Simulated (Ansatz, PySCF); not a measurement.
C5H4O2, SMILES C1(C(=O)CO1)=C=C. Atoms are numbered in the order given.

```xyz
11

C     -0.1408     2.8343     0.0000
C      0.0961     1.5504     0.0000
C      0.2565     0.2472     0.0000
O      1.4054    -0.5229     0.0000
C      0.6743    -1.7633     0.0000
C     -0.6309    -0.9609     0.0000
O     -1.7974    -1.1985     0.0000
H     -0.2427     3.3973    -0.9358
H     -0.2427     3.3973     0.9358
H      0.8595    -2.3641    -0.9049
H      0.8595    -2.3641     0.9049
```
Charge 0, spin multiplicity 1.

The structure is a stationary point at PBE0-D3(BJ)/def2-SVP. The structure was generated by enumeration, and PubChem lists no compound with its InChIKey, so it may never have been made.

Two levels are set side by side: PBE-D3(BJ)/def2-SVP (Ansatz, a first-principles code) and PBE0-D3(BJ)/def2-SVP (Ansatz). Each level has its own optimised geometry; the coordinates shown are those of the second. Frequencies come from the Hessian of PySCF at each geometry. Differences are taken from unrounded values.

| quantity | PBE0-D3(BJ) |
|---|---|
| mean bond length (Å) | 1.278 |
| bond C1–C2 (Å) | 1.306 |
| bond C2–C3 (Å) | 1.313 |
| bond C3–O4 (Å) | 1.383 |
| bond C3–C6 (Å) | 1.499 |
| bond O4–C5 (Å) | 1.440 |
| bond C5–C6 (Å) | 1.532 |
| bond C6–O7 (Å) | 1.190 |
| bond C1–H8 (Å) | 1.097 |
| bond C1–H9 (Å) | 1.097 |
| bond C5–H10 (Å) | 1.102 |
| bond C5–H11 (Å) | 1.102 |
| highest harmonic wavenumber (cm⁻¹) | 3222 |
| mean harmonic wavenumber (cm⁻¹) | 1258 |
| zero-point energy (kcal/mol) | 48.55 |

What does PBE-D3(BJ) give, and how far is it from PBE0-D3(BJ)? (Estimate from the structure and the level; the computed values follow.)


```tsv
quantity	PBE-D3(BJ)	PBE-D3(BJ) minus PBE0-D3(BJ)
mean bond length (Å)	1.290	0.012
bond C1–C2 (Å)	1.315	0.009
bond C2–C3 (Å)	1.324	0.011
bond C3–O4 (Å)	1.399	0.016
bond C3–C6 (Å)	1.508	0.009
bond O4–C5 (Å)	1.460	0.020
bond C5–C6 (Å)	1.544	0.012
bond C6–O7 (Å)	1.204	0.014
bond C1–H8 (Å)	1.106	0.009
bond C1–H9 (Å)	1.106	0.009
bond C5–H10 (Å)	1.111	0.009
bond C5–H11 (Å)	1.111	0.009
highest harmonic wavenumber (cm⁻¹)	3112	-110
mean harmonic wavenumber (cm⁻¹)	1205	-53
zero-point energy (kcal/mol)	46.52	-2.03
```

Exact exchange shortens and stiffens bonds; PBE has none. Differences between two approximate levels are no errors against the true value.
